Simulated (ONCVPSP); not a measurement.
## manganese (Mn): ONCV pseudisation with PBE, scalar-relativistic reference atom.

ONCVPSP 4.0.1 input, shortened (lines: element, Z, core and valence counts, functional; n l f; lmax; l rc ep ncon nbas qcut; lloc lpopt rc5 dvloc0; l nproj debl; icmod fcfact rcfact), PBE, scalar-relativistic:

```
  Mn 25.00    3    3        4      upf
    1    0    2.00
    2    0    2.00
    2    1    6.00
    3    0    2.00
    3    1    6.00
    3    2    5.00
    2
    0    0.80    0.00    4    7    8.00
    1    0.90    0.00    4    8    7.70
    2    1.00    0.00    3    7    9.20
    4    5    0.50    6.00
    0    3    2.70
    1    2    2.50
    2    2    3.30
    0    0.00    0.00
```

In the s channel the program set the typed energies aside and used -3.811, 0.250, 2.950 Ha. In the p channel the program set the typed energies aside and used -2.662, 0.250 Ha.

All-electron outer shells of the reference configuration (PBE, scalar-relativistic, ld1.x):

```tsv
shell	level (eV)	outermost node (bohr)	outermost maximum (bohr)
3s	-103.70	0.34	0.74
3p	-72.43	0.31	0.75
3d	-24.32	–	0.76
```

Results:

```
Ghost test               : ghosts flagged at negative energy: s at -1154.7 eV; GHOST(+) flagged for s at 487.2 eV; a true bound ghost makes a file unfit for plane-wave use
Largest excitation error : +11 meV (all-electron minus pseudo) for 3s2 3p6 3d4 4s2, out of 4 test configurations
```

Generation and tests took about 3.5 s on one core of a shared server CPU.
